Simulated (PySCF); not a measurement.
This script is equivalent to a calculation on Sn (tin, neutral).

```python
from pyscf import gto, scf, dft, mp, cc
import basis_set_exchange as bse
txt = bse.get_basis("aug-cc-pVQZ-PP", elements=["Sn"], fmt="nwchem", header=False, augment_diffuse=1)
cut = txt.index("\nECP")
mol = gto.M(atom="Sn 0 0 0", charge=0, spin=2, symmetry="D2h",
            basis=gto.basis.parse(txt[:cut]),
            ecp={"Sn": gto.basis.parse_ecp(txt[cut:])})
mf = dft.UKS(mol, xc="R2SCAN")
mf.irrep_nelec = {'Ag': (4, 4), 'B1g': (1, 1), 'B2g': (1, 1), 'B3g': (1, 1), 'B1u': (2, 1), 'B2u': (2, 1), 'B3u': (1, 1)}
mf.kernel()
```

(1) What total energy does it give?

(2) Which occupied shell lies highest, and where?

(3) What is ⟨S²⟩, and what would a pure spin state give?

Energies and moments cover only the electrons outside the core potential.

Results:

(1) -214.331 hartree (calculated).

(2) 5p α, at -4.403 eV.

(3) 2.005, against 2.00.
